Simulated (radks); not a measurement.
Problem. Neutral thulium: order these configurations by energy. Calculated with a radial shooting solver on a logarithmic mesh with Libxc functionals: non-relativistic Kohn-Sham, PBE, spin-polarised, spherical densities, point nucleus. Open shells are filled with parallel spins first. [Xe] 4f12 5d1 6s2; [Xe] 4f12 6s2 6p1; [Xe] 4f13 5d1 6s1; [Xe] 4f13 6s1 6p1; [Xe] 4f13 6s2.

Solution. From the lowest, in eV above it: [Xe] 4f13 6s2 0.000; [Xe] 4f13 5d1 6s1 1.696; [Xe] 4f13 6s1 6p1 1.823; [Xe] 4f12 5d1 6s2 8.066; [Xe] 4f12 6s2 6p1 10.220.
